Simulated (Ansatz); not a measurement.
Molecule: sum formula SiNH4, net charge 0, doublet state. It need not be the lowest isomer of its formula. SMILES: [NH][SiH3]
Structure (B3LYP-D3(BJ)/def2-TZVP (Ansatz, a quantum-chemistry and plane-wave program) minimum search):
```
Si
N 1 1.7545
H 2 1.0233 1 112.94
H 1 1.4766 2 109.05 3 -171.64
H 1 1.4867 4 109.54 2 -122.57
H 1 1.4875 4 109.53 5 -119.05
```
Charge 0, spin multiplicity 2.

Computed values are from Ansatz. Correlated levels leave the core frozen unless marked. Open shells are spin-unrestricted. No spin-orbit coupling. No relativistic terms. CBS(X,Y): correlation extrapolated as X^-3; Hartree-Fock from the larger set. The bracket is a focal-point correction in the basis named.

* **atomisation energy De**: 401.1 kcal/mol at RI-MP2/CBS(aug-cc-pV(T+d)Z,aug-cc-pV(Q+d)Z)+[CCSD(T)-MP2]/aug-cc-pV(T+d)Z
* **vertical ionisation energy (to the triplet)**: 10.69 eV at RI-MP2/CBS(aug-cc-pV(T+d)Z,aug-cc-pV(Q+d)Z)+[CCSD(T)-MP2]/aug-cc-pV(T+d)Z
* **vertical electron affinity (to the singlet; negative means unbound)**: 1.77 eV at RI-MP2/CBS(aug-cc-pV(T+d)Z,aug-cc-pV(Q+d)Z)+[CCSD(T)-MP2]/aug-cc-pV(T+d)Z
* **total energy**: -346.1127 Eh at RI-MP2/CBS(aug-cc-pV(T+d)Z,aug-cc-pV(Q+d)Z)+[CCSD(T)-MP2]/aug-cc-pV(T+d)Z
* **dipole moment**: 1.35 D at CCSD(T)/aug-cc-pV(D+d)Z
* **T1 diagnostic**: 0.015 at CCSD/aug-cc-pV(T+d)Z
